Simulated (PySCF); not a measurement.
# A survey of ³³S NMR shifts

Computational details: structure optimised with GFN2-xTB, shieldings: GIAO PBE0/pcSseg-1, in PySCF (non-relativistic Hamiltonian, fast rotation and ring inversion assumed for equivalent nuclei, one conformer, gas phase).

Shieldings were converted by a linear fit to measured shifts: ³³S (scatter 33.3 ppm rms vs sulfate, solution or neat liquid). Occasional misses reach two or three times the rms, and more in compound classes unlike the fitted ones.

Task: Give the ³³S shifts of `C[C@@H]1O[S@](=O)O[C@@]1(C)F`, `CC[C@@]1(F)CO[S@@](=O)O1`, `CC[C@@]1(F)CO[S@@](=O)O1`, `CC[C@@]1(F)CO[S@@](=O)O1`, `O=S(=O)(CF)OC1CC1`, `C[C@@H]1[C@H](F)COS1(=O)=O`, `C[C@@H]1[C@H](F)COS1(=O)=O`, `C=C[C@H](F)OS(C)(=O)=O`.

Result: 
```csv
compound,environment,δ (ppm)
C[C@@H]1O[S@](=O)O[C@@]1(C)F,"sulfur bonded to 3 O, in a 5-membered ring",228
CC[C@@]1(F)CO[S@@](=O)O1,"sulfur bonded to 3 O, in a 5-membered ring",235
CC[C@@]1(F)CO[S@@](=O)O1,"sulfur bonded to 3 O, in a 5-membered ring",235
CC[C@@]1(F)CO[S@@](=O)O1,"sulfur bonded to 3 O, in a 5-membered ring",235
O=S(=O)(CF)OC1CC1,sulfonyl sulfur,-20
C[C@@H]1[C@H](F)COS1(=O)=O,sulfonyl sulfur,12
C[C@@H]1[C@H](F)COS1(=O)=O,sulfonyl sulfur,12
C=C[C@H](F)OS(C)(=O)=O,sulfonyl sulfur,-18
```

Task: Order these by ³³S shift, lowest first.
A. CSCC(C)C
B. O=S(=O)(CF)OC1CC1
C. C[C@@H]1O[S@](=O)O[C@@]1(C)F

Result: A (-372 ppm, sulfide sulfur), B (-20 ppm, sulfonyl sulfur), C (228 ppm, sulfur bonded to 3 O, in a 5-membered ring).
